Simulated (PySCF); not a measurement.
**Electron correlation in Sn (tin, neutral)**

[Kr] 4d10 5s2 5p1 5d1, one real determinant (an excited configuration). Calculation: PySCF 2.14, in x2c-TZVPPall with one added diffuse shell each of s, p, d, f type (9s7p5d3f, 76 functions); scalar relativity by spin-free X2C-1e. Frozen: [Ar] 3d10; 22 electrons correlated.

MP2 pair energies summed by pair of shells (mhartree):

| pair | energy | share (%) |
| --- | --- | --- |
| 4d-4d | -160.33 | 42.6 |
| 4d-5s | -63.22 | 16.8 |
| 4p-4d | -51.18 | 13.6 |
| 5s-5s | -18.03 | 4.8 |
| 4p-4p | -16.14 | 4.3 |
| 4d-5p | -14.98 | 4.0 |
| 5s-5p | -13.46 | 3.6 |
| 4s-4d | -10.14 | 2.7 |
| 4s-4p | -7.54 | 2.0 |
| 4p-5s | -6.79 | 1.8 |
| 5s-5d | -6.66 | 1.8 |
| 4d-5d | -2.11 | 0.6 |
| 5p-5d | -1.96 | 0.5 |
| 4p-5p | -1.39 | 0.4 |
| 4s-4s | -1.38 | 0.4 |
| 4s-5s | -0.54 | 0.1 |
| 4s-5p | -0.12 | 0.0 |
| 4p-5d | -0.06 | 0.0 |
| 4s-5d | -0.01 | 0.0 |

Total MP2 correlation energy: -376.03 mhartree.

Same-spin part -130.87 and opposite-spin part -245.16 mhartree; SCS-MP2 scales them by 1/3 and 6/5 to -337.82 mhartree.

The reference is one real determinant that mixes LS terms of this configuration.

This basis was not built for core-valence correlation, so the inner-shell part is incomplete.
